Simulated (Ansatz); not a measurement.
Consider the cleavage of the Si–Sn bond: `FC[SiH2][SnH2][F]` + CH₃OH → `CO[SiH2]CF` + `[F][SnH3]`.

Isolated molecules relaxed with PBE0-D4/def2-TZVP in Ansatz; ΔE leaves out vibrations. CBS: MP2 limit from def2 TZ/QZ plus the TZ coupled-cluster correction, frozen cores. This one scheme is used for every species. Functionals use def2-TZVPP. def2 core potentials past Kr. For Sn outer-core shells are correlated without core-valence functions, which leaves a few kJ/mol of doubt a bond. Each species was taken in one conformer, which may not be the lowest.

Is it downhill or uphill in electronic energy at CCSD(T)/CBS, and by how much? (An estimate is asked.)

Computed: Downhill: ΔE = -66.2 kJ/mol.

What do these levels give: PBE-D4, r2SCAN, MP2/def2-TZVPP, CCSD(T)/def2-TZVPP, MP2/CBS(def2), CCSD/CBS(def2)? (Estimate.)

The calculation gave: PBE-D4 -49.9, r2SCAN -67.2, MP2/def2-TZVPP -74.6, CCSD(T)/def2-TZVPP -72.6, MP2/CBS(def2) -68.2, CCSD/CBS(def2) -68.4 kJ/mol.

Largest T1 diagnostic among the species: 0.014.

In def2-TZVPP, CCSD(T) changes the Hartree–Fock value by +18.8 kJ/mol (the triples alone add +2.2 kJ/mol) and MP2 by +16.8 kJ/mol. From PBE to PBE0 (25 % exact exchange), in def2-TZVPP and without D4, ΔE moves by −6.3 kJ/mol.
